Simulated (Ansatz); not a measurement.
One change: `C[N]1[AlH][SiH2]1` becomes `[NH]1[AlH][SiH2]1`.

Ansatz, PBE0-D4/def2-TZVP geometries, multiplicity 1. 

| property | `C[N]1[AlH][SiH2]1` |
| --- | --- |
| ideal-gas entropy at 298 K and 1 bar (rigid rotor, harmonic PBE0-D4/def2-TZVP) / J/(mol·K) | 323 |
| HOMO energy (PBE0/def2-TZVPP) / eV | -6.51 |
| size of the dipole moment (PBE/def2-TZVPP) / D | 1.23 |
| HOMO–LUMO gap (PBE/def2-TZVPP) / eV | 3.73 |
| LUMO energy (PBE0/def2-TZVPP) / eV | -1.07 |
| HOMO energy (ωB97M-V/def2-TZVPP) / eV | -8.46 |

Question: Give the same properties after the change, and the shifts. (Estimate.)

Answer: The calculation gave: 
```tsv
property	`[NH]1[AlH][SiH2]1`	shift
ideal-gas entropy at 298 K and 1 bar (rigid rotor, harmonic PBE0-D4/def2-TZVP) / J/(mol·K)	285	-38
HOMO energy (PBE0/def2-TZVPP) / eV	-6.49	0.02
size of the dipole moment (PBE/def2-TZVPP) / D	1.18	-0.05
HOMO–LUMO gap (PBE/def2-TZVPP) / eV	3.67	-0.06
LUMO energy (PBE0/def2-TZVPP) / eV	-1.09	-0.02
HOMO energy (ωB97M-V/def2-TZVPP) / eV	-8.43	0.03
```

The zero-point energy changes by -73.6 kJ/mol with -9 modes. Dipoles are sizes alone; their direction can turn.
